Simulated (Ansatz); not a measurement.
Relaxation of CH$_{8}$AlGaSi (12 atoms, charge 0, multiplicity 1), to a largest force component of 0.015 eV/Å in at most 40 steps.

These are results of RKS PBE/def2-SVP (Ansatz 0.2.0), not measurements.

```xyz
12
Properties=species:S:1:pos:R:3
C 0.181 2.117 -0.012
Si -1.336 1.039 0.484
Al -1.263 2.145 2.657
Ga -1.985 2.217 5.068
H -0.015 3.183 0.003
H 0.511 1.848 -1.016
H 1.013 1.919 0.665
H -2.350 1.258 -0.580
H -0.914 -0.369 0.258
H -0.308 3.384 2.884
H -0.888 3.569 5.163
H -2.620 1.910 6.581
```

Where does it end, and by what steps?

It converged. After 21 steps the energy has fallen by 1.247 eV; H11 moved furthest, 1.94 Å.

| step | energy less start (eV) | largest force component (eV/Å) | accepted |
| --- | --- | --- | --- |
| 0 | 0.0000 | 1.201 | yes |
| 1 | -0.5421 | 0.337 | yes |
| 2 | -0.6839 | 0.194 | yes |
| 3 | -0.7777 | 0.192 | yes |
| 4 | -0.8821 | 0.193 | yes |
| 5 | -0.9487 | 0.165 | yes |
| 6 | -1.0158 | 0.185 | yes |
| 7 | -1.0598 | 0.239 | yes |
| 8 | -1.0849 | 0.377 | yes |
| 9 | -1.1321 | 0.454 | yes |
| 10 | -1.1678 | 0.233 | yes |
| 11 | -1.1909 | 0.256 | yes |
| 12 | -1.2123 | 0.156 | yes |
| 13 | -1.2262 | 0.129 | yes |
| 14 | -1.2317 | 0.229 | yes |
| 15 | -1.2306 | 0.298 | no |
| 16 | -1.2417 | 0.066 | yes |
| 17 | -1.2450 | 0.034 | yes |
| 18 | -1.2465 | 0.041 | yes |
| 19 | -1.2468 | 0.029 | yes |
| 20 | -1.2470 | 0.015 | yes |
| 21 | -1.2471 | 0.008 | yes |

```xyz
12
Properties=species:S:1:pos:R:3
C 0.336 1.861 -0.409
Si -0.974 1.372 0.886
Al -1.229 2.973 2.760
Ga -1.834 2.283 5.103
H 0.123 2.868 -0.820
H 0.347 1.136 -1.248
H 1.348 1.881 0.042
H -2.329 1.285 0.209
H -0.684 -0.025 1.390
H -1.011 4.537 2.419
H -0.735 1.936 6.206
H -3.334 2.114 5.617
```

The run took 3.6 min on 2 threads of Intel(R) Xeon(R) Processor @ 2.50GHz (Skylake/Cascade Lake) (shared host), peak memory 0.18 GiB.
